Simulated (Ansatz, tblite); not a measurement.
Forces on the cluster Na₃Cl₃⁻ at its PBE-D4/def2-SVPD geometry. Total charge -1; doublet.

The xTB rows come from tblite. Another isomer (doublet) lies 0.71 eV lower at PBE0-D4/def2-TZVPD; other spin states weren't run for this one.

GFN1-xTB (tblite), largest force 0.35 eV/Å:

```xyz
6
positions Å, forces eV/Å
Na    0.809    0.362   -0.114    0.104    0.029    0.009
Na    4.271    0.713    1.036    0.016    0.006    0.000
Na   -3.927   -0.702   -0.888   -0.153   -0.052   -0.001
Cl    6.618    0.997    1.752   -0.260   -0.033   -0.078
Cl   -1.551    0.229   -1.041   -0.034   -0.077    0.089
Cl   -6.220   -1.600   -0.744    0.328    0.127   -0.019
```

GFN2-xTB (tblite), largest force 0.49 eV/Å:

```
Na 0.232 0.044 0.049
Na -0.065 0.004 -0.036
Na -0.216 -0.073 -0.004
Cl -0.224 -0.026 -0.070
Cl -0.172 -0.135 0.104
Cl 0.446 0.186 -0.044
```

PBE-D4/def2-TZVPD (Ansatz), largest force 0.05 eV/Å:

```
Na -0.004 0.003 -0.006
Na 0.039 0.005 0.012
Na -0.029 -0.012 0.003
Cl -0.044 -0.006 -0.013
Cl 0.007 -0.003 0.008
Cl 0.031 0.013 -0.003
```
